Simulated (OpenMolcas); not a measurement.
**Br⁵⁺: effect of the basis set**

```
Program             : OpenMolcas 26.06
Method              : MS-RASPT2, IPEA 0.25 Eh, imaginary shift 0.1 Eh (closed shells correlated: 3d)
Active space        : 2 electrons in 9 orbitals (RAS2 4s 4p; RAS3 4d, at most 2 electrons)
State averaging     : 2S+1 = 3 even, 3 roots; 2S+1 = 1 even, 7 roots; 2S+1 = 3 odd, 3 roots; 2S+1 = 1 odd, 3 roots
Spin-orbit coupling : state interaction with AMFI integrals over the reference wave functions, term energies averaged over their components
```

A. ANO-RCC-VTZP [6s5p3d1f], DKH2, point nucleus; CASPT2 step about 4 core-seconds
B. ANO-R2 [6s5p4d2f1g], X2C, finite nucleus; CASPT2 step about 6 core-seconds
C. ANO-RCC-VQZP [7s6p4d2f1g], DKH2, point nucleus; CASPT2 step of the order of 8 core-seconds
D. ANO-RCC [9s8p6d4f2g], DKH2, point nucleus; CASPT2 step roughly 26 core-seconds

Energies in cm-1 above 4s2 1S0, the measured ground level; measured values from Moore, Atomic Energy Levels, vol. II, NSRDS-NBS 35 (1971 reprint of NBS Circular 467, 1952).

```csv
Level,A,B,C,D,Measured
4s2 1S0,0.0,0.0,0.0,0.0,0.0
4s 4p 3P* 0,100970,102720,101500,102320,104316
4s 4p 3P* 1,102920,104670,103410,104230,106431
4s 4p 3P* 2,107320,109120,107720,108570,111336
4s 4p 1P* 1,152970,150160,152290,151530,151274
4p2 3P0,242150,241980,242470,242700,244136
4p2 1D2 [72 %],243550,244730,244100,244910,
4p2 3P1,244980,244880,245230,245510,247406
4p2 3P2 [72 %],250380,250690,250580,251060,253892
```

Deviations, from unrounded energies. A percentage is the sum of absolute deviations over the sum of measured energies, with the sign that they share, or ± where signs differ.

```
           Against measurement  Levels     A     B     C     D
mean absolute deviation (cm-1)       7  2900  2100  2500  1900
      other configurations (%)       7  ±1.7  -1.2  ±1.4  ±1.1
```

D lies closest to measurement on these levels and A furthest from it. The largest miss of D in the table is 4p2 3P2 [72 %], by -2800 cm-1. The ranking rests on the paired levels alone, and a cruder setting can come out closer through cancelling errors.

Among A to D the level of the table that moves most is 4s 4p 1P* 1, by 2800 cm-1 (lowest in B, highest in A). Moves below CASPT2's spread within the term are not significant.

CASPT2 does not keep the components of a term degenerate, so their means are used; among the terms shown or strongly mixed into the levels shown the widest spread is 19 cm-1 (4p2 1D, B). Active for correlation alone: 4d; no level in the range computed is led by a configuration that fills it, so any true level of that kind is missing. Some terms mix strongly with configurations of 4d, whose occupation reaches 0.18 (4p2 1D). Computed and measured levels are paired by configuration, term and J; levels that our copy of the source lacks, or whose pairing is in doubt (as where it misses far off the trend of its configuration), stay unpaired and out of the deviations. Only configurations of the active space appear. The table leaves out levels that lie high or whose names do not pair safely across all columns.

A share in square brackets marks a mixed level and gives the weight of the term that names it, the lowest over the columns. * marks odd parity.
